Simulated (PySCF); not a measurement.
First SCF of a structure search on doublet GeOCl, at a hand-made linear geometry. PySCF input:

```python
from pyscf import gto, scf, dft
mol = gto.M(atom='''
Ge     0.000000     0.000000     0.000000
O      0.000000     0.000000    -1.680000
Cl     0.000000     0.000000     2.200000''',
    basis={'Ge': 'def2-TZVP', 'O': 'def2-TZVP', 'Cl': 'def2-TZVP'},
    charge=0, spin=1)
mf = dft.UKS(mol, xc='PBE0')
mf.grids.atom_grid = (50, 194)
aux = {'Ge': 'def2-universal-JKFIT', 'O': 'def2-universal-JKFIT', 'Cl': 'def2-universal-JKFIT'}
mf = mf.density_fit(auxbasis=aux)
mf.conv_tol = 1e-08
mf.diis_space = 10
mf.max_cycle = 60
mf.init_guess = 'minao'
mf.verbose = 4
mf.kernel()
```

Excerpt of the output (cycles alone):

```
init E= -2611.43517538473
cycle= 1 E= -2611.63710423638  delta_E= -0.202  |g|= 0.896  |ddm|= 1.65
cycle= 2 E= -2607.40651335628  delta_E= 4.23  |g|= 2.56  |ddm|=  2.5
cycle= 3 E= -2611.78248891982  delta_E= -4.38  |g|= 0.557  |ddm|=  2.4
cycle= 4 E= -2611.9365563898  delta_E= -0.154  |g|= 0.175  |ddm|= 0.551
cycle= 5 E= -2611.94719956441  delta_E= -0.0106  |g|= 0.0551  |ddm|= 0.215
cycle= 6 E= -2611.94828009147  delta_E= -0.00108  |g|= 0.0323  |ddm|= 0.0407
cycle= 7 E= -2611.94869556437  delta_E= -0.000415  |g|= 0.0163  |ddm|= 0.0207
cycle= 8 E= -2611.94881207706  delta_E= -0.000117  |g|= 0.0039  |ddm|= 0.0112
cycle= 9 E= -2611.94881907072  delta_E= -6.99e-06  |g|= 0.00183  |ddm|= 0.00339
cycle= 10 E= -2611.94882113266  delta_E= -2.06e-06  |g|= 0.000273  |ddm|= 0.00179
cycle= 11 E= -2611.94882151132  delta_E= -3.79e-07  |g|= 0.000189  |ddm|= 0.00109
cycle= 12 E= -2611.94882165441  delta_E= -1.43e-07  |g|= 3.44e-05  |ddm|= 0.000977
cycle= 13 E= -2611.94882165785  delta_E= -3.44e-09  |g|= 1.03e-05  |ddm|= 0.000159
Extra cycle  E= -2611.94882165793  delta_E= -7.91e-11  |g|= 9.85e-06  |ddm|= 2.15e-05
converged SCF energy = -2611.94882165793  <S^2> = 0.75674951  2S+1 = 2.0067382
```

No lower solution of this spin was found by a stability analysis within the unrestricted form.

The search for the lowest solution, with the stability check, took 5.9 s on 4 threads of a shared Arm Neoverse V2 host, with 116 basis functions; the process peaked at 0.37 GiB. Launch command: `OMP_NUM_THREADS=4 python axn.py task.json out`.
